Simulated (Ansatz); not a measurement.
Geometry optimisation, Ansatz 0.2.0, RKS BLYP-D4/def2-SVP.

The input (input.yaml):

```yaml
crystal:
  periodic: [false, false, false]
  atoms:
    - { symbol: Ga, position_ang: [0.092823, -0.503549, -0.518666] }
    - { symbol: Cl, position_ang: [0.06268, -0.027677, 2.886603] }
    - { symbol: Cl, position_ang: [1.980942, 0.426069, -1.040557] }
    - { symbol: H, position_ang: [-1.307214, 0.109951, -0.847306] }
    - { symbol: O, position_ang: [0.383006, -2.106654, 0.257511] }
    - { symbol: H, position_ang: [-0.43414, -2.625079, 0.405947] }
    - { symbol: H, position_ang: [0.362403, -1.178961, 2.259468] }
basis:
  gaussian: { orbitals: def2-SVP }
hamiltonian:
  xc: blyp
  dispersion: d4
relax:
  f_tol: 0.03
  max_steps: 50
output:
  orbitals: {}
```

Run as:

```bash
$ ansatz run input.yaml --threads 2 --pin off --max-ram 3072MiB --backend cpu --events-out ev --progress --plain --runs-dir out
```

Problem. Where does it end, and by what steps?

Solution. It converged. After 13 steps the energy has fallen by 1.100 eV; H7 moved furthest, 1.03 Å. Parted: Cl2–H7 (1.34 → 2.54 Å). Joined: Ga1–Cl2 (3.44 → 2.23 Å), O5–H7 (2.21 → 0.99 Å).

```tsv
step	energy less start (eV)	largest force component (eV/Å)	accepted
0	0.0000	0.733	yes
1	-0.0817	0.776	yes
2	-0.1318	0.507	yes
3	-0.1622	0.487	yes
4	-0.1963	0.493	yes
5	-0.3517	1.689	yes
6	-0.7356	1.401	yes
7	-0.8706	3.746	yes
8	-1.0460	0.909	yes
9	-1.0276	1.425	no
10	-1.0847	0.283	yes
11	-1.0936	0.221	yes
12	-1.0913	0.251	no
13	-1.1005	0.028	yes
```

```xyz
7
Properties=species:S:1:pos:R:3
Ga 0.082 -0.019 0.077
Cl 0.056 0.458 2.256
Cl 1.989 0.412 -0.896
H -1.268 -0.034 -0.719
O 0.344 -2.096 0.625
H -0.445 -2.653 0.457
H 0.381 -1.975 1.605
```

Whether the end is a true minimum wasn't checked by a vibrational analysis.

The run took 26 s on 2 threads of Arm Neoverse V1 (shared host), peak memory 0.14 GiB.
